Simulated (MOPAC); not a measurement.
Input for MOPAC: PM6 on HIMg (SMILES [MgH][I]), a point of a bond scan (R = 3.365 Å).

```
PM6 1SCF PRECISE CHARGE=0 THREADS=1
HIMg

Mg    -0.00000000 1    -0.00000000 1    -2.02827611 1
H      0.00000000 1     0.00000000 1    -5.39313623 1
I      0.00000000 1     0.00000000 1     0.52924565 1
```

It printed:

```
*******************************************************************************
 **                                                                           **
 **                              MOPAC v23.2.5                                **
 **                                                                           **
 *******************************************************************************
 ** MOPAC's Digital Object Identifier: https://doi.org/10.5281/zenodo.6511958 **
 **                                                                           **
 ** Please cite the open-source release paper for use of this MOPAC version:  **
 ** J. E. Moussa and J. J. P. Stewart (2026)                                  **
 ** MOPAC: An open-source semiempirical molecular orbital program             **
 ** J. Open Source Softw., 11(119), 8025, https://doi.org/10.21105/joss.08025 **
 *******************************************************************************

                              PM6 CALCULATION RESULTS

 *******************************************************************************
 *  PM6        - The PM6 Hamiltonian to be used
 *
 *
 *
 *                 CHARGE ON SYSTEM = 0
 *
 *
 *
 *  PRECISE    - TIGHTER CRITERIA TO BE USED
 *  1SCF       - DO 1 SCF AND THEN STOP
 *  THREADS=1  - MULTI-THREADING NOT USED
 *  T=         - A TIME OF 172800.0 SECONDS REQUESTED
 *  DUMP=N     - RESTART FILE WRITTEN EVERY 7200.0 SECONDS REQUESTED
 *******************************************************************************
PM6 1SCF PRECISE CHARGE=0 THREADS=1
 HIMg

   ATOM   CHEMICAL          X               Y               Z
  NUMBER   SYMBOL      (ANGSTROMS)     (ANGSTROMS)     (ANGSTROMS)

     1      Mg         -0.00000000  *  -0.00000000  *  -2.02827611  *
     2       H          0.00000000  *   0.00000000  *  -5.39313623  *
     3       I          0.00000000  *   0.00000000  *   0.52924565  *



          CARTESIAN COORDINATES

    NO.       ATOM           X           Y           Z

     1        Mg         -0.0000     -0.0000     -2.0283
     2         H          0.0000      0.0000     -5.3931
     3         I          0.0000      0.0000      0.5292

 General Reference for PM6:
 "Optimization of Parameters for Semiempirical Methods V: Modification of NDDO Approximations
 and Application to 70 Elements", J. J. P. Stewart, J. Mol. Mod., 13, 1173-1213 (2007)
 URL: https://link.springer.com/article/10.1007/s00894-007-0233-4

           Empirical Formula: H Mg I  =     3 atoms



      MOLECULAR POINT GROUP   :   C*v


      RHF CALCULATION, NO. OF DOUBLY OCCUPIED LEVELS = 5


 -------------------------------------------------------------------------------
 PM6 1SCF PRECISE CHARGE=0 THREADS=1
 HIMg



     1SCF WAS SPECIFIED, SO BFGS WAS NOT USED
     SCF FIELD WAS ACHIEVED


                              PM6 CALCULATION
                                                       MOPAC v23.2.5 Linux




          FINAL HEAT OF FORMATION =        113.75006 KCAL/MOL =     475.93025 KJ/MOL


          COSMO AREA              =        111.68 SQUARE ANGSTROMS
          COSMO VOLUME            =         89.16 CUBIC ANGSTROMS

          IONIZATION POTENTIAL    =          6.589928 EV
          HOMO LUMO ENERGIES (EV) =         -6.590 -1.787
          NO. OF FILLED LEVELS    =          5
          MOLECULAR WEIGHT        =        152.2174         POINT GROUP:  C*v

          MOLECULAR DIMENSIONS (Angstroms)

            Atom       Atom       Distance
            I     3    H     2     5.92238
            I     3    H     2     0.00000
           Mg     1    H     2     0.00000


          SCF CALCULATIONS        =          1





   ATOM   CHEMICAL          X               Y               Z
  NUMBER   SYMBOL      (ANGSTROMS)     (ANGSTROMS)     (ANGSTROMS)

     1      Mg         -0.00000000  *  -0.00000000  *  -2.02827611  *
     2       H          0.00000000  *   0.00000000  *  -5.39313623  *
     3       I          0.00000000  *   0.00000000  *   0.52924565  *

                             CARTESIAN COORDINATES

   1   Mg       -0.000000000    -0.000000000    -2.028276110
   2    H        0.000000000     0.000000000    -5.393136230
   3    I        0.000000000     0.000000000     0.529245650


           Empirical Formula: H Mg I  =     3 atoms



      MOLECULAR POINT GROUP   :   C*v


                  EIGENVALUES
 -20.03572 -12.65482  -9.75368  -9.75368  -6.58993  -1.78652  -0.92458   1.01830
   1.01830 112.72240 112.85111 112.85111 113.42311 113.42311


              NET ATOMIC CHARGES AND DIPOLE CONTRIBUTIONS

  ATOM NO.   TYPE          CHARGE      No. of ELECS.   s-Pop       p-Pop       d-Pop
    1         Mg           0.294503        1.7055     1.24934     0.45616
    2          H          -0.002339        1.0023     1.00234
    3          I          -0.292164        7.2922     1.95533     5.33561     0.00122
 DIPOLE           X         Y         Z       TOTAL
 POINT-CHG.     0.000     0.000    -3.551     3.551
 HYBRID         0.000    -0.000     1.461     1.461
 SUM            0.000    -0.000    -2.091     2.091


          ATOMIC ORBITAL ELECTRON POPULATIONS

     Atom    s        px        py        pz      x^2-y^2     xz        z^2       yz        xy
    1 Mg   1.24934   0.00426   0.00426   0.44763
    2  H   1.00234
    3  I   1.95533   1.99563   1.99563   1.34434   0.00000   0.00010   0.00101   0.00010   0.00000

 **********************
 *                    *
 * JOB ENDED NORMALLY *
 *                    *
 **********************




 == MOPAC DONE ==
```

The run finished.

Cost: around 0.04 core-seconds (rough).
